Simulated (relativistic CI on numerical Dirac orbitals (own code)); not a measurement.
Ag43+: sensitivity of the levels to the model

Base calculation: Dirac-Coulomb-Breit CI, KLI orbitals optimised for each configuration, a model potential for QED, unscaled Slater integrals.

Configurations in the expansion (outside the closed core 1s2): 2s2, 2s 2p, 2p2, 2p 3s, 2p 3p, 2s 3s, 2s 3p, 2s 3d, 2s 4s, 2s 4p, 2s 4d, 2s 4f, 2s 5s, 3s2, 2s 5p, 2s 5d, 2s 5f, 2s 5g, 3s 3p, 3p2. Levels of other configurations are missing.

The lowest level and the first level of each name with at least 55 % of one term (blank where a level has no safe partner in the second run):

```tsv
Level	Base (eV)	Shift (eV)
2s2 1S_0	0.00	0.00
2s 2p 3P°_0	86.82	+0.19
2s 2p 3P°_1	105.36	+0.19
2p2 3P_0	251.47	+0.18
2s 2p 3P°_2	286.45	+0.19
2s 2p 1P°_1	343.42	+0.19
2p2 3P_1	427.23	+0.19
2p2 1D_2	441.24	+0.19
2p2 3P_2	635.19	+0.19
2p2 1S_0	678.51	+0.18
2s 3s 3S_1	3994.06	+0.88
2s 3s 1S_0	4011.95	+0.88
2s 3p 3P°_0	4036.86	+1.07
2s 3p 3P°_1	4037.70	+1.07
```

At this charge energies of transitions that change n are usually good to better than 1 %, and those within a shell (Δn = 0) to a few per cent.

Q: One thing was changed in a second run, which moved the levels as shown. Which?
A. P86 correlation estimate
B. configuration mixing switched off
C. Breit term removed
D. QED terms removed

A: A. P86 correlation estimate. A correlation estimate moves all levels of a configuration together before mixing; mixed levels move by a weighted share.

LS names give the leading component of a level, which can be under half, so a name can repeat, a term be missing and a line seem to break the LS rules.
